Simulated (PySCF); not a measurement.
C2Cl2F2, SMILES C(/F)(=C(/Cl)F)Cl.

Coordinates come from a B3LYP-D3(BJ)/def2-SVP optimisation.

Two levels are set side by side: TDDFT-PBE/def2-SVPD (PySCF) and TDDFT-CAM-B3LYP/def2-SVPD (PySCF). Vertical, same geometry. The lowest singlet is HOMO→LUMO 100 % with PBE and HOMO→LUMO 90 % with the other functional; states are paired by order. Differences are taken from unrounded values.

```tsv
quantity	TDDFT-CAM-B3LYP
lowest singlet excitation (eV)	5.64
lowest triplet excitation (TDA) (eV)	3.95
first bright state (f over 0.05) (eV)	6.83
its oscillator strength	0.48
```

Task: What does TDDFT-PBE give, and how far is it from TDDFT-CAM-B3LYP? (Estimate from the structure and the level; the computed values follow.)

Result: 
| quantity | TDDFT-PBE | TDDFT-PBE minus TDDFT-CAM-B3LYP |
|---|---|---|
| lowest singlet excitation (eV) | 4.94 | -0.70 |
| lowest triplet excitation (TDA) (eV) | 4.02 | 0.07 |
| first bright state (f over 0.05) (eV) | 6.35 | -0.48 |
| its oscillator strength | 0.34 | -0.13 |

A lower first singlet is the usual sign of a functional without exact exchange. Differences between two approximate levels are no errors against the true value.

Rough cost on one machine, each run with all the roots and properties that it gave: TDDFT-CAM-B3LYP against TDDFT-PBE about 6 times.
